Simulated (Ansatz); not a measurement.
Spectroscopic constants of F$_{2}$+, multiplicity 4 (an upper state: multiplicity 2 came lower at CCSD(T)/def2-TZVPP on PBE0 minima).

The constants come from a fifth-degree fit in 1/R (seven points, main isotopes). In def2 and cc sets the state is the lowest found near the PBE0 minimum, followed along R.

Cores are frozen in the correlated methods.

The values were computed with Ansatz (a first-principles code) with Gaussian orbitals. Each number belongs to the level named beside it.

**Question.** What bond length and harmonic frequency does PBE0/def2-TZVPP give?

**Answer.** r_e = 1.848 Å, ω_e = 422 cm⁻¹.

**Question.** What bond length and harmonic frequency does wB97X-V/def2-TZVPP give?

**Answer.** r_e = 1.828 Å, ω_e = 455 cm⁻¹.

**Question.** What bond length and harmonic frequency does CCSD/def2-TZVPP give?

**Answer.** r_e = 1.771 Å, ω_e = 540 cm⁻¹.

Doubts at one or more of the structures used: other coupled-cluster roots lie near (CCSD/def2-TZVPP).
